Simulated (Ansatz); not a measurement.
pentacene, `c1ccc2cc3cc4cc5ccccc5cc4cc3cc2c1`, relaxed as a singlet with RKS PBE-D4/def2-SVP in Ansatz, starting from the GFN2-xTB geometry. Force threshold 0.03 eV/Å.

The restricted singlet is unstable towards broken spin symmetry in Hartree–Fock (as tested in another run); at PBE-D4/def2-SVP this wasn't settled.

Start:

```xyz
36

C    -3.600   -2.519   -4.255
C    -2.924   -1.625   -5.120
C    -1.967   -0.791   -4.638
C    -1.619   -0.794   -3.259
C    -0.646    0.043   -2.745
C    -0.308    0.036   -1.382
C     0.671    0.878   -0.855
C     1.001    0.868    0.500
C     1.984    1.716    1.035
C     2.307    1.700    2.380
C     3.301    2.556    2.931
C     3.598    2.522    4.255
C     2.922    1.628    5.120
C     1.966    0.793    4.639
C     1.620    0.793    3.259
C     0.648   -0.047    2.744
C     0.311   -0.041    1.381
C    -0.668   -0.882    0.855
C    -0.999   -0.871   -0.500
C    -1.985   -1.715   -1.035
C    -2.307   -1.699   -2.380
C    -3.303   -2.554   -2.930
H    -4.355   -3.172   -4.667
H    -3.182   -1.617   -6.169
H    -1.448   -0.104   -5.293
H    -0.125    0.722   -3.406
H     1.188    1.559   -1.517
H     2.499    2.397    0.372
H     3.814    3.236    2.265
H     4.354    3.175    4.666
H     3.179    1.622    6.170
H     1.447    0.107    5.293
H     0.131   -0.729    3.406
H    -1.184   -1.565    1.516
H    -2.503   -2.395   -0.373
H    -3.817   -3.233   -2.264
```

```json
{"step": "1", "energy (eV)": "-22998.3866", "largest force component (eV/Å)": "0.622", "SCF passes": "27"}
{"step": "2", "energy (eV)": "-22998.6633", "largest force component (eV/Å)": "0.156", "SCF passes": "24"}
{"step": "3", "energy (eV)": "-22998.6866", "largest force component (eV/Å)": "0.081", "SCF passes": "24"}
{"step": "4", "energy (eV)": "-22998.6871", "largest force component (eV/Å)": "0.004", "SCF passes": "25"}
```

Force components are those of the run's own axes.

End:

Cartesian coordinates in Å:
```
C -3.645 -2.549 -4.305
C -2.959 -1.645 -5.182
C -1.986 -0.800 -4.694
C -1.636 -0.801 -3.300
C -0.653 0.046 -2.776
C -0.311 0.040 -1.399
C 0.678 0.892 -0.866
C 1.013 0.882 0.503
C 2.007 1.737 1.046
C 2.335 1.722 2.406
C 3.340 2.586 2.962
C 3.643 2.551 4.306
C 2.957 1.646 5.183
C 1.986 0.800 4.694
C 1.636 0.801 3.300
C 0.654 -0.048 2.776
C 0.312 -0.042 1.399
C -0.676 -0.893 0.866
C -1.012 -0.883 -0.504
C -2.006 -1.737 -1.046
C -2.335 -1.722 -2.406
C -3.341 -2.585 -2.962
H -4.418 -3.217 -4.715
H -3.215 -1.631 -6.252
H -1.459 -0.105 -5.365
H -0.126 0.741 -3.451
H 1.205 1.586 -1.540
H 2.534 2.431 0.372
H 3.865 3.280 2.287
H 4.416 3.219 4.715
H 3.214 1.633 6.253
H 1.459 0.105 5.365
H 0.127 -0.742 3.450
H -1.203 -1.588 1.539
H -2.533 -2.432 -0.373
H -3.866 -3.278 -2.287
```

By distances, no bond broke or formed. The bond that changes most is C4–C21, from 1.44 to 1.46 Å (atoms count from 1).

No frequencies were taken in this run, so the end may be a saddle point.

It took 19 s on 8 threads of Intel Xeon Platinum 8488C on a shared host, peak host memory 1 GiB.
